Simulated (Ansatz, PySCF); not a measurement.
C2H4ClGa. Atoms are numbered in the order given.

```xyz
8

Ga    -0.7266     0.0745     0.0000
H     -2.1729     0.6525     0.0000
Cl     0.8654     1.5572     0.0000
C     -0.0675    -1.7549     0.0000
C      1.2527    -2.0113     0.0000
H     -0.7687    -2.5995     0.0000
H      1.6506    -3.0336     0.0000
H      1.9927    -1.2029     0.0000
```
Charge 0, spin multiplicity 1.

Geometry optimised at TPSSh-D3(BJ)/def2-SVP. The values are those of a single conformer.

Vertical ionisation energy (IE) and electron affinity (EA) in eV. Rows of orbital energies are one-electron estimates. Where ΔSCF, EOM or ADC give a negative EA the extra electron is unbound and the value depends on the basis.

| level | IE | EA |
|---|---|---|
| −ε(HOMO), −ε(LUMO), B3LYP/def2-TZVP (PySCF) | 8.02 | 2.12 |
| −ε(HOMO), −ε(LUMO), PBE/def2-TZVP (PySCF) | 6.95 | 2.71 |
| ΔSCF, CAM-B3LYP/def2-SVPD (Ansatz), final states of multiplicity 2 and 2 | 10.53 | 0.26 |
| ΔSCF, PBE/def2-SVPD (Ansatz), final states of multiplicity 2 and 2 | 9.93 | 0.37 |

What vertical singlet–triplet gap does ΔSCF give with CAM-B3LYP/def2-SVPD (Ansatz, an electronic-structure program) and with PBE/def2-SVPD (Ansatz)? (The exact figures need the calculation; the answer reports its results.)

3.91 and 3.91 eV (triplet above singlet where positive).
